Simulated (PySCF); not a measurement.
This PySCF input asks for the NMR shieldings of `N1([SiH3])CC[C@H]([S@@](C)=O)C1`, C5H13NOSSi; the geometry comes from GFN2-xTB.

```python
import basis_set_exchange as bse
import numpy as np
from pyscf import gto, dft
from pyscf.prop import nmr

atoms = """
C     3.337582    0.482291   -0.298435
S     1.697043    0.389596   -1.144814
O     1.796103   -0.733560   -2.076601
C     0.774110   -0.241943    0.364446
C     0.129971    0.969782    1.022323
C    -1.194340    1.059252    0.264867
N    -1.588991   -0.320477    0.127494
Si   -3.166128   -0.880959   -0.232404
C    -0.395189   -1.111742   -0.092617
H     4.046730    0.914721   -0.996569
H     3.246180    1.112319    0.578700
H     3.653314   -0.520816   -0.033713
H     1.479286   -0.777559    0.996314
H     0.732945    1.871439    0.918604
H    -0.054570    0.782547    2.080926
H    -1.962709    1.620406    0.796075
H    -1.024824    1.534389   -0.714145
H    -3.516865   -0.905758   -1.661411
H    -3.221986   -2.243495    0.298245
H    -4.056154    0.042281    0.470948
H    -0.257257   -1.382540   -1.148376
H    -0.464662   -2.041574    0.479294
"""
names = dict.fromkeys(["C", "S", "O", "N", "Si", "H"], "pcSseg-1")
basis = {el: gto.basis.parse(bse.get_basis(n, elements=[el], fmt="nwchem")) for el, n in names.items()}
mol = gto.M(atom=atoms, basis=basis, charge=0, verbose=0)
mf = dft.RKS(mol, xc="PBE0")
mf.grids.level = 2
mf.grids.alignment = dft.numint.BLKSIZE   # the property module wants whole blocks of grid points
mf.conv_tol = 1e-9
mf.kernel()

calc = nmr.RKS(mf)   # GIAO
C = mf.mo_coeff
Co = C[:, mf.mo_occ > 0]
resp = mf.gen_response(singlet=True, hermi=2)
def vind(x):   # induced exchange potential for any number of trial vectors
    d = np.einsum("pi,xij,qj->xpq", C, 2 * x.reshape(-1, C.shape[1], Co.shape[1]), Co, optimize=True)
    return np.einsum("xpq,pi,qj->xij", resp(d - d.transpose(0, 2, 1)), C, Co, optimize=True).ravel()
mo1, _ = nmr.rhf.solve_mo1(calc, with_cphf=vind)
sigma = calc.kernel(mo1)
for i, s in enumerate(sigma):   # ppm
    print("%2d %-2s %9.2f" % (i, mol.atom_pure_symbol(i), np.trace(s) / 3))
```

Task: What are the results?

Result: 
```
 0 C     140.40
 1 S     167.96
 2 O     273.21
 3 C     115.93
 4 C     154.44
 5 C     133.50
 6 N     238.89
 7 Si    408.14
 8 C     138.92
 9 H      28.90
10 H      29.69
11 H      29.52
12 H      28.68
13 H      30.62
14 H      29.77
15 H      28.61
16 H      28.75
17 H      26.98
18 H      27.01
19 H      27.06
20 H      27.89
21 H      28.31
```

These numbers come from an equivalent density-fitted implementation of the same equations, which agrees with the script to about 0.01 ppm for H and up to a few tenths of a ppm for heavy atoms, so last digits may differ.

Task: Turn these shieldings into chemical shifts. Shifts are taken against calculated references (same method and geometry level): ¹³C (σref 186.93) and ²⁹Si (σref 349.16) and ¹H (σref 31.72) vs TMS; CS2 for ³³S (σref 503.73); H2O for ¹⁷O (σref 336.08); ¹⁵N (σref 267.73) against NH3.

Result: Averaging equivalent atoms: C 3: 71.0; C 5: 53.4; C 8: 48.0; C 0: 46.5; C 4: 32.5; S 1: 336; O 2: 62.9; N 6: 28.8; Si 7: -59.0; H 17/18/19: 4.70; H 20: 3.82; H 21: 3.40; H 15: 3.11; H 12: 3.04; H 16: 2.97; H 9/10/11: 2.35; H 14: 1.94; H 13: 1.10 ppm. Experimental scales use liquid or dissolved standards, which lie at an offset from isolated NH3 (liquid NH3: subtract about 20 ppm) and H2O (liquid H2O: subtract about 36 ppm).

Size and cost of the density-fitted run: 232 basis functions, 2.6 min wall time (2.2 min CPU) on 1 thread of an AMD EPYC, shared host; peak memory 1.1 GiB.
